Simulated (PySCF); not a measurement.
SCF from a fresh guess for singlet AuS₂⁺, at the PBE0 minimum. PySCF input:

```python
from pyscf import gto, scf, dft
mol = gto.M(atom='''
Au     0.000000    -0.000000    -0.528910
S      1.014280    -0.000000     1.629490
S     -1.014280     0.000000     1.629490''',
    basis={'Au': 'def2-SVP', 'S': 'def2-SVP'},
    ecp={'Au': 'def2-SVP'},
    charge=1, spin=0)
mf = scf.RHF(mol)
aux = {'Au': 'def2-universal-JKFIT', 'S': 'def2-universal-JKFIT'}
mf = mf.density_fit(auxbasis=aux)
mf.conv_tol = 1e-08
mf.diis_space = 10
mf.max_cycle = 60
mf.init_guess = 'minao'
mf.verbose = 4
mf.kernel()
```

Excerpt of the output (cycles and frontier levels):

```
init E= -917.672460422232
cycle= 1 E= -928.003730605682  delta_E= -10.3  |g|= 1.76  |ddm|=   10
  HOMO = -0.172679103346239  LUMO = -0.155373782720798  gap/eV = 0.47090
cycle= 2 E= -920.045215441854  delta_E= 7.96  |g|= 5.29  |ddm|= 7.68
  HOMO = -0.419161604155504  LUMO = -0.38692346902972  gap/eV = 0.87724
cycle= 3 E= -929.16719525239  delta_E= -9.12  |g|= 0.553  |ddm|= 6.05
  HOMO = -0.492899256267904  LUMO = -0.267151836497872  gap/eV = 6.14290
cycle= 4 E= -929.248747869374  delta_E= -0.0816  |g|= 0.17  |ddm|= 0.529
  HOMO = -0.534017790726281  LUMO = -0.269947467429651  gap/eV = 7.18572
cycle= 5 E= -929.259454562842  delta_E= -0.0107  |g|= 0.0607  |ddm|= 0.207
  HOMO = -0.542760459492186  LUMO = -0.26288594124567  gap/eV = 7.61577
cycle= 6 E= -929.261225650884  delta_E= -0.00177  |g|= 0.019  |ddm|= 0.112
  HOMO = -0.546500067658457  LUMO = -0.26363898402972  gap/eV = 7.69704
cycle= 7 E= -929.261372594154  delta_E= -0.000147  |g|= 0.008  |ddm|= 0.0316
  HOMO = -0.546587176230375  LUMO = -0.263673203995589  gap/eV = 7.69848
cycle= 8 E= -929.261407708989  delta_E= -3.51e-05  |g|= 0.00181  |ddm|= 0.0204
  HOMO = -0.546354065194095  LUMO = -0.263633603793491  gap/eV = 7.69322
cycle= 9 E= -929.261412148841  delta_E= -4.44e-06  |g|= 0.000849  |ddm|= 0.00721
  HOMO = -0.546289691910289  LUMO = -0.263614537142397  gap/eV = 7.69198
cycle= 10 E= -929.26141330599  delta_E= -1.16e-06  |g|= 0.000154  |ddm|= 0.00532
  HOMO = -0.546287978538956  LUMO = -0.263615520832032  gap/eV = 7.69191
cycle= 11 E= -929.261413329799  delta_E= -2.38e-08  |g|= 3.34e-05  |ddm|= 0.000714
  HOMO = -0.546290833205958  LUMO = -0.263619279276698  gap/eV = 7.69188
cycle= 12 E= -929.261413330645  delta_E= -8.45e-10  |g|= 1.41e-05  |ddm|= 8.62e-05
  HOMO = -0.54628797698301  LUMO = -0.263618035275476  gap/eV = 7.69184
Extra cycle  E= -929.261413330767  delta_E= -1.22e-10  |g|= 7.56e-06  |ddm|= 3.07e-05
converged SCF energy = -929.261413330767
```

No lower solution of this spin was found by a stability analysis within the restricted form, which does not test spin polarisation.

Stability towards spin polarisation was not tested. With an element this heavy the missing spin–orbit coupling can shift these numbers.

The search for the lowest solution, with the stability check, took 1.7 s on 2 threads of a shared Arm Neoverse N1 host, with 68 basis functions; the process peaked at 0.22 GiB. Launch command: `OMP_NUM_THREADS=2 python axn.py task.json out`.
